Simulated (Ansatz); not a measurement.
CH8AlClSi2 (`C[SiH](Cl)[SiH2][AlH2]`). The species carries charge 0 and has multiplicity 1. Geometry: relaxed with PBE0-D4/def2-TZVP. It is one conformer, not always the lowest.

```xyz
13

C    -0.315    1.573   -1.393
Si   -0.515    0.910    0.334
Cl    1.501    0.826    1.142
Si   -0.966   -1.368    0.554
Al    1.477   -1.664    0.768
H    -1.302    1.688   -1.851
H     0.267    0.881   -2.006
H     0.182    2.545   -1.391
H    -1.152    1.922    1.218
H    -1.828   -1.555    1.755
H    -1.720   -1.824   -0.649
H     2.106   -2.184    2.128
H     2.267   -1.748   -0.609
```

**Question.** What is the dipole moment at ωB97M-V/def2-TZVPP? (An estimate is asked.)

**Answer.** Ansatz gave: 2.73 D, with components (-1.65, 1.86, -1.15) D in this frame, pointing from negative to positive charge.

**Question.** And with PBE, r2SCAN, B3LYP? (Estimate.)

**Answer.** The calculation gave: PBE 2.75 D, r2SCAN 2.84 D, B3LYP 2.76 D.

**Question.** Give the Mulliken charges with ωB97M-V, r2SCAN, B3LYP in def2-TZVPP. (An estimate is asked.)

**Answer.** Computed: 
| atom | ωB97M-V | r2SCAN | B3LYP |
| --- | --- | --- | --- |
| C1 | -0.41 | -0.27 | -0.36 |
| Si2 | 0.26 | 0.35 | 0.34 |
| Cl3 | -0.16 | -0.20 | -0.21 |
| Si4 | -0.11 | -0.04 | -0.02 |
| Al5 | 0.32 | 0.47 | 0.40 |
| H6 | 0.12 | 0.08 | 0.11 |
| H7 | 0.13 | 0.09 | 0.12 |
| H8 | 0.13 | 0.09 | 0.11 |
| H9 | -0.01 | -0.07 | -0.06 |
| H10 | -0.01 | -0.06 | -0.05 |
| H11 | -0.01 | -0.07 | -0.06 |
| H12 | -0.13 | -0.18 | -0.16 |
| H13 | -0.14 | -0.19 | -0.17 |

B3LYP here is the variant with VWN-RPA as its local correlation; programs differ in this.
